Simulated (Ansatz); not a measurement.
Input for Ansatz (a quantum-chemistry and plane-wave program): U-B3LYP/cc-pVTZ on C2H7B (SMILES BCC), a point of a bond scan (R = 2.522 Å).

Ansatz 0.2 input:
```yaml
crystal:
  periodic: [false, false, false]
  atoms:
    - {symbol: B, position_ang: [-0.74511678, 1.00969072, 0.73932318]}
    - {symbol: H, position_ang: [-1.05554184, 1.26984720, 1.86306207]}
    - {symbol: H, position_ang: [-1.14246163, 1.71786546, -0.13812402]}
    - {symbol: C, position_ang: [0.20447514, -0.18371935, 0.45381740]}
    - {symbol: C, position_ang: [0.38209057, -0.63740051, -0.99729133]}
    - {symbol: H, position_ang: [-0.33871340, -2.12968550, 1.96382357]}
    - {symbol: H, position_ang: [1.16986677, 0.17617641, 0.85720004]}
    - {symbol: H, position_ang: [0.67431348, 0.19819760, -1.63621306]}
    - {symbol: H, position_ang: [-0.55096305, -1.03917752, -1.39764403]}
    - {symbol: H, position_ang: [1.14266970, -1.41485196, -1.09439513]}
basis:
  gaussian:
    orbitals: cc-pVTZ
hamiltonian:
  xc: {name: B3LYP}
magnetization: {spin_polarized: true, initial_magnetization: 0}
```

The log:

```
WARN ansatz: RAYON_NUM_THREADS=1 ignored (pool sized by the plan → 1); use --threads N
Functional definition: B3LYP
integrals: 0.07 GiB planned
960 factors; their error is unknown
mean field: 0.93 GiB planned
mean field evaluation 1: about -2844.7011 eV, gradient 4.8e1 eV
mean field evaluation 2: about -2820.1351 eV, gradient 7.6e1 eV
mean field evaluation 4: about -2860.2007 eV, gradient 6.2e0 eV
mean field evaluation 8: about -2860.6835 eV, gradient 5.5e-2 eV
mean field evaluation 16: about -2860.6673 eV, gradient 7.7e-5 eV
mean field evaluation 32: about -2861.0744 eV, gradient 3.9e-1 eV
mean field -2861.06287956 eV, -105.1421215256 hartree, gradient 6.3e-5 eV, S^2 0.706063; 3 other end points of the search recorded, 0 dependent functions left out
reference -2861.06314151 eV, -105.1421311522 hartree; 12, 12 occupied and 176, 176 virtual orbitals, 960 factors
Total energy: -2861.06314151 eV, -105.1421311522 hartree
```

The run converged. Its determinant has ⟨S²⟩ = 0.71, a mixture of spin states.

Cost: around 9 core-seconds (rough).
